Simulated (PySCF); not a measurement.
**Configurations of CeF⁺**

Unrestricted PBE0; basis Ce x2c-SVPall, F x2c-SVPall; spin-free X2C with a Gaussian nucleus; PySCF 2.14. The search starts from ions with several 4f fillings and holds each by maximum overlap.

The lowest solution has 2Ms+1 = 3, about 1.8 4f electrons, near 2.00 Å.

The lowest solution of each spin and filling, followed along the bond (rough minima from three points):

```
2Ms+1  4f population  ⟨S²⟩ at the start  R at minimum (Å)  Te (eV)
    3           1.76               2.00              2.00     0.00
    1           1.66               1.00              1.99     0.22
    3           1.15               2.00              1.94     0.56
```

Solutions at the starting distance of 2.215 Å, counted from the lowest; the search is not exhaustive:

| 2Ms+1 | 4f population | E (eV) | ⟨S²⟩ | ⟨Lz²⟩ | μ (D) |
| --- | --- | --- | --- | --- | --- |
| 3 | 1.76 | 0.00 | 2.00 | 9.0 | -6.34 |
| 3 | 1.81 | 0.03 | 2.00 | 8.5 | -6.09 |
| 3 | 1.80 | 0.08 | 2.00 | 10.0 | -6.13 |
| 3 | 1.75 | 0.13 | 2.00 | 4.0 | -5.94 |
| 3 | 1.58 | 0.22 | 2.00 | 12.0 | -6.33 |
| 1 | 1.66 | 0.26 | 1.00 | 9.1 | -6.27 |
| 1 | 1.74 | 0.32 | 1.00 | 8.6 | -5.99 |
| 1 | 1.73 | 0.37 | 1.00 | 9.8 | -6.00 |
| 1 | 1.57 | 0.58 | 1.00 | 12.8 | -6.29 |
| 3 | 1.15 | 0.92 | 2.00 | 4.0 | -5.78 |
| 3 | 0.40 | 5.47 | 2.03 | 4.0 | -5.18 |
| 5 | 1.94 | 6.83 | 6.00 | 9.0 | -0.31 |
| 1 | 0.47 | 7.11 | 0.00 | 0.0 | -4.90 |

Partly filled real f orbitals mix terms, so no term symbols are given. A population far from a whole number shows f orbitals mixing with d and ligand orbitals, not a clean configuration. A positive dipole points towards F; it is taken about the centre of mass and depends on that origin.

Spin–orbit coupling is left out. Counting both spins, an empty level lies below a filled one in some of these solutions, because spin and occupation are held. The state is the lowest single determinant that the PBE0 search found; with open d or f shells the true ground state can be another one.
